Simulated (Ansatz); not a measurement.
Molecule: trimethylsilane, C3H10Si (charge 0, singlet). 
Coordinates optimised at B3LYP-D3(BJ)/def2-TZVP (Ansatz, a quantum-chemistry and plane-wave program):
SMILES: C[SiH](C)C
```xyz
14

Si     0.0839    -0.0328     0.3680
C      1.6437    -0.3337    -0.6338
C     -1.2241    -1.3084    -0.0671
C     -0.5677     1.7000     0.0512
H      0.4134    -0.1615     1.8143
H      2.4215     0.3905    -0.3820
H      2.0455    -1.3325    -0.4498
H      1.4412    -0.2475    -1.7043
H     -0.8673    -2.3224     0.1259
H     -1.4931    -1.2448    -1.1244
H     -2.1338    -1.1577     0.5181
H     -0.8214     1.8334    -1.0034
H     -1.4670     1.8980     0.6383
H      0.1753     2.4562     0.3137
```

Basis-set convergence of Hartree-Fock and CCSD correlation energies (hartree) with Ansatz. Valence correlation only, unless marked. Spin-orbit coupling is left out. Non-relativistic.

```csv
basis,functions,E(HF),"E(corr, CCSD)"
cc-pV(D+d)Z,115,-408.39732,-0.61272
cc-pV(T+d)Z,269,-408.44957,-0.72823
cc-pV(Q+d)Z,529,-408.46064,-0.76268
```

Extrapolating the two largest sets (X = 3 and 4) as X^-3: E(corr) = (64·(-0.76268) - 27·(-0.72823))/37 = -0.7878 Eh, an estimate of the basis-set limit. The largest set recovers 96.8 % of it, the smallest 77.8 %.
